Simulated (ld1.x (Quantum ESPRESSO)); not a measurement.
Logarithmic derivatives: iron (Fe), TM

ld1.x (Quantum ESPRESSO) 7.5 input, shortened:

```
&input
   title='Fe', zed=26., rel=1, dft='PBE', iswitch=3,
   config='[Ar] 3d5 4s0 4p0'
 /
 &inputp
   pseudotype=2, tm=.true., lloc=1,
   nlcc=.false.
 /
3
3S  1  0   2.00   0.00  0.75  0.75  0.0
3D  3  2   5.00   0.00  1.05  1.05  0.0
3P  2  1   6.00   0.00  1.15  1.15  0.0
 &test
   configts(1)='3s2 3p6 3d5 4s0 4p0'
 /
```

The phase is arctan(r·u′/u) with u = r·R(r), unwrapped; energies in Ry, scanned from -12 to 5 Ry. A pole is an energy at which the radial function vanishes at the test radius. The pseudo phase is shifted by a multiple of π to meet the all-electron one at the reference energy, and phase errors are pseudo minus all-electron; the curves can meet again beyond the range given. Levels narrower than the energy grid can be missing from the lists of poles.

Task: For each channel, where are the poles, and over which energies does the pseudopotential scatter like the atom?

Result:

```json
{"channel": "s", "radius (bohr)": "1.25", "reference energy (Ry)": "-9.64", "poles, all-electron": "-7.60", "poles, pseudo": "-7.62", "unbroken range about the reference energy with phases within 0.05 rad": "below 1.8", "phase error 1 Ry above the reference energy (rad)": "-0.001"}
{"channel": "p", "radius (bohr)": "1.25", "reference energy (Ry)": "-7.13", "poles, all-electron": "-4.80", "poles, pseudo": "-4.82", "unbroken range about the reference energy with phases within 0.05 rad": "below 3.7", "phase error 1 Ry above the reference energy (rad)": "-0.001"}
{"channel": "d", "radius (bohr)": "1.25", "reference energy (Ry)": "-3.18", "poles, all-electron": "-0.69", "poles, pseudo": "-0.68", "unbroken range about the reference energy with phases within 0.05 rad": "the whole range", "phase error 1 Ry above the reference energy (rad)": "+0.000"}
```

Phases in the d channel:

```
E (Ry)  all-electron  pseudo
-12.00         1.297   1.297
-11.52         1.288   1.288
-11.04         1.278   1.278
-10.56         1.268   1.268
-10.08         1.256   1.256
 -9.60         1.242   1.242
 -9.12         1.226   1.226
 -8.64         1.208   1.208
 -8.16         1.186   1.186
 -7.68         1.160   1.160
 -7.20         1.127   1.128
 -6.72         1.086   1.086
 -6.24         1.031   1.031
 -5.76         0.955   0.955
 -5.28         0.841   0.842
 -4.80         0.661   0.661
 -4.32         0.353   0.353
 -3.84        -0.136  -0.136
 -3.36        -0.668  -0.668
 -2.88        -1.035  -1.035
 -2.40        -1.252  -1.252
 -1.92        -1.385  -1.385
 -1.44        -1.475  -1.475
 -0.96        -1.541  -1.540
 -0.48        -1.591  -1.590
  0.00        -1.633  -1.631
  0.48        -1.668  -1.666
  0.96        -1.700  -1.698
  1.44        -1.730  -1.727
  1.92        -1.759  -1.755
  2.40        -1.788  -1.782
  2.88        -1.817  -1.810
  3.36        -1.848  -1.840
  3.84        -1.882  -1.871
  4.32        -1.920  -1.905
  4.80        -1.963  -1.944
```
